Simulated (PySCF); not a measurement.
## Dipole moment and polarisability of `N[SiH](N)C#CCS`

C3H8N2SSi.
Structure used (GFN2-xTB), in Å, numbered top down from 1:
```
atom  x, y, z in Å
N1    -2.0755    1.0491    0.6188
Si2   -1.5399    0.2161   -0.7938
N3    -2.5683   -1.1651   -0.8821
C4     0.2635   -0.0999   -0.4670
C5     1.4274   -0.3556   -0.2880
C6     2.8322   -0.5739   -0.0597
S7     3.7986    0.9883   -0.2527
H8    -3.0660    1.1944    0.7268
H9    -1.5754    1.8759    0.9004
H10   -1.6631    0.8758   -2.0991
H11   -2.4332   -1.8073   -1.6448
H12   -2.7453   -1.6770   -0.0328
H13    3.0190   -0.9590    0.9448
H14    3.2526   -1.2554   -0.8009
H15    3.0690    1.7016    0.6025
```

Level: wB97X-D/def2-SVPD (PySCF), static field, nuclei fixed, core orbitals frozen in the response. The polarisability tensor in these axes (au):

```
x   133.06   4.82   5.61
y     4.82  86.65   1.92
z     5.61   1.92  80.64
```

Q: Diagonalise the tensor; give its mean and Δα, where Δα² is half the sum of the squared differences of the eigenvalues.

A: Principal values 79.74, 86.43 and 134.18 au; mean 100.12 au = 14.84 Å³ = 16.51 × 10⁻⁴⁰ C²·m²/J; Δα = 51.42 au (51 % of the mean).

Q: What is the dipole moment, and where does it point?

A: (-0.78, -0.83, 0.89) D, 1.45 D in size, pointing from the negative to the positive side. Measured along this direction, the outermost atoms are S7 at the negative end and H12 at the positive end.

Q: Give the eigenvalues of the traceless quadrupole moment Θ = ½Σq(3rr − r²1), origin at the centre of nuclear charge.

A: -7.53, -4.73, 12.26 D·Å. The values depend on the origin, since the dipole doesn't vanish. The electronic extent ⟨r²⟩ about the same centre is 1974 bohr², a root-mean-square distance of 2.81 Å for the 70 electrons.

Q: Estimate the molar refractivity from the static electronic polarisability.

A: Lorentz–Lorenz: R = (4π/3)N_A α = 2.5225 cm³/(mol·Å³) × 14.84 Å³ = 37.4 cm³/mol, in the limit of long wavelengths.

Q: Find the Langevin capture rate constant for NH4+ (18.034 u) meeting this molecule (132.018 u), k = 2.342 × 10⁻⁹ cm³/s × √(α in Å³ / reduced mass in u).

A: The reduced mass is 15.87 u, so k = 2.26 × 10⁻⁹ cm³/s. The formula leaves out the permanent dipole, which adds to the capture rate.

One conformer (not necessarily the lowest) at the GFN2-xTB geometry, without solvent, vibrations or thermal averaging.
